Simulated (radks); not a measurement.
Values are calculated unless marked as measured or tabulated.
Problem. The table gives one normalised radial function P(r) = r R(r) (large component) of Ar12+ in [He] 2s2 2p2 (r in bohr). Level of theory: Dirac Kohn-Sham, PBE, spin-unpolarised, spherical densities, finite nucleus; open shells fill j = l - 1/2 first; Fermi nuclear charge, rms radius 3.4274 fm (a radial shooting solver on a logarithmic mesh with Libxc functionals).

| r | P |
|---|---|
| 0.0035 | 0.0032 |
| 0.004343 | 0.0047 |
| 0.005434 | 0.0071 |
| 0.006744 | 0.0105 |
| 0.008437 | 0.0158 |
| 0.01056 | 0.0238 |
| 0.0131 | 0.0354 |
| 0.01639 | 0.0531 |
| 0.02034 | 0.0782 |
| 0.02545 | 0.1159 |
| 0.03158 | 0.1680 |
| 0.03951 | 0.2438 |
| 0.04943 | 0.3482 |
| 0.06135 | 0.4819 |
| 0.07676 | 0.6591 |
| 0.09526 | 0.8661 |
| 0.1192 | 1.1084 |
| 0.1491 | 1.3553 |
| 0.1851 | 1.5610 |
| 0.2315 | 1.6907 |
| 0.2873 | 1.6858 |
| 0.3595 | 1.5168 |
| 0.4497 | 1.1998 |
| 0.5582 | 0.8240 |
| 0.6983 | 0.4611 |
| 0.8667 | 0.2094 |
| 1.084 | 0.0685 |
| 1.346 | 0.0163 |
| 1.684 | 0.0023 |
| 2.106 | 0.0002 |
| 2.614 | 0.0000 |

Which n and l does it have? It may be an empty orbital.

Solution. n = 2, l = 1: the number of nodes gives n - l - 1 = 0, the rise at small r points to l (for j = l - 1/2 the large component starts outside the nucleus as r^gamma with gamma = sqrt(l^2 - (Z/c)^2) = 0.99 and the r^(l+1) term takes over further out; the orbital of l - 1 with the same j starts with the same power, but with a larger coefficient, and does not steepen), and the extent must fit the shell. The curve is that of 2p1/2; the two j differ most near the nucleus, where j = l - 1/2 has the larger amplitude, and in heavy atoms j = l - 1/2 is also the more compact. 2p1/2: eigenvalue -649.15 eV, 0 radial nodes, <r> = 0.328 bohr, 90 % of the charge inside 0.531 bohr.
